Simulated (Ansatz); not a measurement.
Abridged output of a molecular run in Ansatz:

```
Functional definition: HF
  name "HF"
  cite "Fock, Z. Phys. 61, 126 (1930) doi:10.1007/BF01340294"
  parent pbe
  exchange = exact_x
  correlation = 0
1072 factors; integrals over basis functions are off by at most 3.5e-4 eV
mean field evaluation 1: about -29393.0247 eV, gradient 5.6e1 eV
mean field evaluation 2: about -29393.0706 eV, gradient 5.7e1 eV
mean field evaluation 4: about -29398.3280 eV, gradient 2.1e0 eV
mean field evaluation 8: about -29398.3521 eV, gradient 2.0e-1 eV
mean field -29398.35215493 eV, -1080.3695147748 hartree, gradient 1.4e-6 eV, S^2 0.000000; 0 other end points of the search recorded, 0 dependent functions left out
16 core orbitals not correlated: weight in the atoms' cores, before any rotation towards them, 1.000 or more for the frozen orbitals, at most 0.000 for the correlated occupied ones
reference -29398.35215493 eV, -1080.3695147748 hartree; 24, 24 occupied and 80, 80 virtual orbitals, 1072 factors
second order -33.66171304 eV of doubles, -0.00000000 eV of singles
cycle   1  -33.20234245 eV  change    4.6e-1 eV  update   1.2e-1
cycle   2  -33.78052606 eV  change   -5.8e-1 eV  update   3.2e-2
cycle   3  -33.94017699 eV  change   -1.6e-1 eV  update   1.6e-2
cycle   4  -33.92991116 eV  change    1.0e-2 eV  update   2.5e-3
cycle   5  -33.92443700 eV  change    5.5e-3 eV  update   9.7e-4
cycle   6  -33.92473780 eV  change   -3.0e-4 eV  update   2.6e-4
cycle   7  -33.92473274 eV  change    5.1e-6 eV  update   7.7e-5
cycle   8  -33.92464482 eV  change    8.8e-5 eV  update   2.1e-5
cycle   9  -33.92463092 eV  change    1.4e-5 eV  update   6.1e-6
perturbative correction -0.44639390 eV, -0.0164046732 hartree
Total energy: -29432.72317974 eV, -1081.6326266391 hartree
```

Its atoms:

```xyz
8

F    -2.075   -0.870    1.245
Al   -0.862    0.196    1.045
F    -0.611    1.481    2.012
F     0.684   -0.650    0.686
Al    0.862   -0.196   -1.045
F     2.075    0.870   -1.245
F     0.611   -1.481   -2.011
F    -0.684    0.650   -0.686
```

Which basis set was used?
A. cc-pV(Q+d)Z
B. def2-SVP
C. def2-TZVPP
D. def2-SVPD

B. It gives 120 functions.

Write the keys of the input that set method, charge and spin (a neutral closed shell needs none for the last two).


```yaml
correlation: {method: ccsd_t}
```
